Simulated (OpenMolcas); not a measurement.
Nb3+ (d2) in a complex was computed by CASSCF with the d shell active (OpenMolcas, ANO-RCC-VDZP on the metal). Its lowest spin-free states, and all those of the highest spin:

| 2S+1 | Degeneracy | E (cm-1) |
| --- | --- | --- |
| 3 | 1 | 0.0 |
| 3 | 3 | 3351 |
| 3 | 3 | 5969 |
| 1 | 2 | 8462 |
| 1 | 3 | 11121 |
| 3 | 3 | 12071 |
| 1 | 1 | 12957 |
| 1 | 3 | 13282 |
| 1 | 2 | 14997 |
| 1 | 3 | 16120 |
| 1 | 1 | 29120 |

Task: Is the site octahedral, tetrahedral or cube-like, axial, or of lower symmetry?

Result: The states with 2S+1 = 3 have orbital degeneracies 1, 3, 3, 3. Threefold states need a cubic site. For d2 at this spin an octahedron puts the threefold T1 below the threefold T2 and a tetrahedron or cube puts the single A2 below the threefold T2, so the site is a tetrahedron or a cube, which this pattern cannot tell apart. The first gap at this spin, 3350 cm-1, is |10Dq| in ligand-field theory. The run had Nb3+ with 4 ligands (sulfide) in tetrahedral coordination (Td) at 2.37 Å. A charge of +1.25 e stands 2.6 Å behind each ligand. Ligand basis ANO-RCC-VDZP.

Without dynamic correlation the repulsion within the d shell is too large (B by tens of per cent), so at a given field states of lower spin stand too high. The least metal-like active orbital is 73 % on the metal (Löwdin) and no ligand orbital is active, so the numbers are rough. The sulfide ions are held by bare point charges, a crude embedding. With metal d orbitals alone the field can be off either way by tens of per cent. Ligand-to-metal charge-transfer states are missing. With no ligand orbital active B as a rule stays too high, so bands that hang on it stand too high and its fall with covalency is understated. No measured value stands beside these numbers; the geometry is a model, was not optimised and need not be the one that this ion takes.
